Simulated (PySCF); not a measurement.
# Electronic structure of Al¹¹⁺ (aluminium, charge +11) at the UHF level

Configuration: 1s2, closed-shell 1S. Calculation: PySCF 2.14, in an uncontracted even-tempered set (17 s from 6.2 bohr⁻², ratio 2.2; 7 p from 9.7 bohr⁻², ratio 2.4; 4 d from 29 bohr⁻², ratio 2.4; 3 f from 44 bohr⁻², ratio 2.4; 3 g from 65 bohr⁻², ratio 2.4); scalar relativity by spin-free X2C-1e.

| Quantity | Value |
| --- | --- |
| Total energy | -161.328085 hartree |
| One-electron energy | -169.2687 hartree |
| Hartree (Coulomb) energy | 15.8813 hartree |
| Exchange energy | -7.9407 hartree |
| ⟨S²⟩ | 0.0000 |
| ⟨L²⟩ | 0.000 |
| Sum of ⟨r⟩ | 0.2366 bohr |
| Sum of ⟨r²⟩ | 0.03753 bohr² |

```
shell  electrons  mean orbital energy (hartree)  rms radius, mean of both spins (bohr)
   1s          2                      -76.69371                                  0.137
```

Densities and radii are taken from the X2C orbitals without a picture-change correction, which distorts them close to the nucleus.
